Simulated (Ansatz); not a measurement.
Input for Ansatz (development build ahead of 0.2.0):

```yaml
crystal:
  periodic: [false, false, false]
  atoms:
    - { symbol: Si, position_ang: [-1.58579, -1.58579, -1.58579] }
    - { symbol: Si, position_ang: [-1.58579, -1.58579, 1.58579] }
    - { symbol: Si, position_ang: [-1.58579, 1.58579, -1.58579] }
    - { symbol: Si, position_ang: [-1.58579, 1.58579, 1.58579] }
    - { symbol: Si, position_ang: [1.58579, -1.58579, -1.58579] }
    - { symbol: Si, position_ang: [1.58579, -1.58579, 1.58579] }
    - { symbol: Si, position_ang: [1.58579, 1.58579, -1.58579] }
    - { symbol: Si, position_ang: [1.58579, 1.58579, 1.58579] }
    - { symbol: O, position_ang: [0.0, 1.89963, 1.89963] }
    - { symbol: O, position_ang: [0.0, 1.89963, -1.89963] }
    - { symbol: O, position_ang: [0.0, -1.89963, 1.89963] }
    - { symbol: O, position_ang: [0.0, -1.89963, -1.89963] }
    - { symbol: O, position_ang: [1.89963, 0.0, 1.89963] }
    - { symbol: O, position_ang: [-1.89963, 0.0, 1.89963] }
    - { symbol: O, position_ang: [1.89963, 0.0, -1.89963] }
    - { symbol: O, position_ang: [-1.89963, 0.0, -1.89963] }
    - { symbol: O, position_ang: [1.89963, 1.89963, 0.0] }
    - { symbol: O, position_ang: [1.89963, -1.89963, 0.0] }
    - { symbol: O, position_ang: [-1.89963, 1.89963, 0.0] }
    - { symbol: O, position_ang: [-1.89963, -1.89963, 0.0] }
    - { symbol: H, position_ang: [-2.43433, -2.43433, -2.43433] }
    - { symbol: H, position_ang: [-2.43433, -2.43433, 2.43433] }
    - { symbol: H, position_ang: [-2.43433, 2.43433, -2.43433] }
    - { symbol: H, position_ang: [-2.43433, 2.43433, 2.43433] }
    - { symbol: H, position_ang: [2.43433, -2.43433, -2.43433] }
    - { symbol: H, position_ang: [2.43433, -2.43433, 2.43433] }
    - { symbol: H, position_ang: [2.43433, 2.43433, -2.43433] }
    - { symbol: H, position_ang: [2.43433, 2.43433, 2.43433] }
basis:
  gaussian: { orbitals: def2-SVP }
hamiltonian:
  xc: hf
correlation:
  method: mp2
  frozen_orbitals: { H: 0, O: 1, Si: 5 }
scf:
  omitted_lower_state_checks: [starts, atomic_configurations, cluster_reference, orbital_swaps, given_window_search, neighbouring_geometries, increment]
```

The input is written out in the form of the current development build from the run's settings.

The run gave:

- Converged: yes
- Reference energy: -3214.35752 hartree
- Correlation energy: -2.81576 hartree
- Total energy: -3217.17329 hartree
- Stability test: minimum among restricted orbitals
